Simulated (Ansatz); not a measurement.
Isolated molecules relaxed with PBE0-D4/def2-TZVP in Ansatz; ΔE leaves out vibrations. CBS: MP2 limit from def2 TZ/QZ plus the TZ coupled-cluster correction, frozen cores. DFT in def2-TZVPP. B3LYP here is the variant with VWN-RPA as its local correlation; programs differ in this. For Ge outer-core shells are correlated without core-valence functions, which leaves a few kJ/mol of doubt a bond. Scalar relativity is left out up to krypton. One conformer a species, not always the lowest.

Consider the isomerisation: `O[SiH2][GeH2][OH]` → `[OH][GeH2][O][SiH3]`.

Q: Is it downhill or uphill in electronic energy at CCSD(T)/CBS, and by how much? (Estimate.)

A: Ansatz gave: Downhill: ΔE = -13.4 kcal/mol.

Q: What do these levels give: PBE-D4, r2SCAN-D4, ωB97X-V, B2PLYP, r2SCAN, B3LYP, SCS-MP2/def2-TZVPP, CCSD/def2-TZVPP, CCSD(T)/def2-TZVPP, HF/def2-QZVPP, MP2/def2-QZVPP, MP2/CBS(def2)? (Best estimate.)

A: Computed: PBE-D4 -8.6, r2SCAN-D4 -12.3, ωB97X-V -13.7, B2PLYP -14.3, r2SCAN -12.3, B3LYP -12.5, SCS-MP2/def2-TZVPP -16.9, CCSD/def2-TZVPP -15.0, CCSD(T)/def2-TZVPP -14.8, HF/def2-QZVPP -19.3, MP2/def2-QZVPP -15.2, MP2/CBS(def2) -14.5 kcal/mol.

Largest T1 diagnostic among the species: 0.012.

In def2-TZVPP, CCSD(T) changes the Hartree–Fock value by +4.2 kcal/mol (the triples alone add +0.3 kcal/mol) and MP2 by +3.1 kcal/mol. From PBE to PBE0 (25 % exact exchange), in def2-TZVPP and without D4, ΔE moves by −1.5 kcal/mol.
